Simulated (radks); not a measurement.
The thallium ion Tl+, 80 electrons, occupied as [Hg]. All-electron calculation, Dirac Kohn-Sham, BLYP, spin-unpolarised, spherical densities, point nucleus; speed of light set to 102.777 atomic units (0.75 times the physical value, a model run). Program: a radial shooting solver on a logarithmic mesh with Libxc functionals.

Unscreened Slater integrals over Kohn-Sham orbitals (eV). Large and small components are both included.

integral,value
"F0(5d5/2,5d5/2)",16.828
"F2(5d5/2,5d5/2)",8.6191
"F4(5d5/2,5d5/2)",5.6800
"F0(5d5/2,6s1/2)",13.327
"G2(5d5/2,6s1/2)",4.3964
"F0(5d5/2,5d3/2)",17.440
"F2(5d5/2,5d3/2)",8.9233
"G2(5d5/2,5d3/2)",8.8796
"G4(5d5/2,5d3/2)",5.8656
"F0(5d5/2,5p3/2)",19.416
"F2(5d5/2,5p3/2)",9.4457
"G1(5d5/2,5p3/2)",11.267
"G3(5d5/2,5p3/2)",6.9611
"F0(6s1/2,6s1/2)",11.691
"F0(6s1/2,5d3/2)",13.585
"G2(6s1/2,5d3/2)",3.8806
"F0(6s1/2,5p3/2)",14.320
"G1(6s1/2,5p3/2)",1.8433
"F0(5d3/2,5d3/2)",18.127
"F2(5d3/2,5d3/2)",9.3319
"F0(5d3/2,5p3/2)",20.391
"F2(5d3/2,5p3/2)",10.245
"G1(5d3/2,5p3/2)",12.651
"G3(5d3/2,5p3/2)",7.8225
"F0(5p3/2,5p3/2)",23.805
"F2(5p3/2,5p3/2)",12.784
